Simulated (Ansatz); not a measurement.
A calculation with Ansatz (development build ahead of 0.2.0).

```yaml
crystal:
  periodic: [false, false, false]
  atoms:
    - { symbol: Nb, position_ang: [0.0, 0.0, 0.0] }
    - { symbol: Os, position_ang: [0.0, 0.0, 3.6837] }
basis:
  gaussian: { orbitals: def2-TZVPP }
magnetization:
  spin_polarized: true
  initial_magnetization: 1
hamiltonian:
  xc: pbe0
```

The input is written out in the form of the current development build from the run's settings. The basis set brings a core potential for Nb, Os, so the total leaves out those core electrons.

The run gave:

```json
{
 "Converged": "yes",
 "Total energy": "-147.39228 hartree",
 "Spin squared of the determinant": "4.383",
 "Stability test": "minimum"
}
```

Caution: other spin multiplicities were not run; the unrestricted determinant is a mixture of spin states.
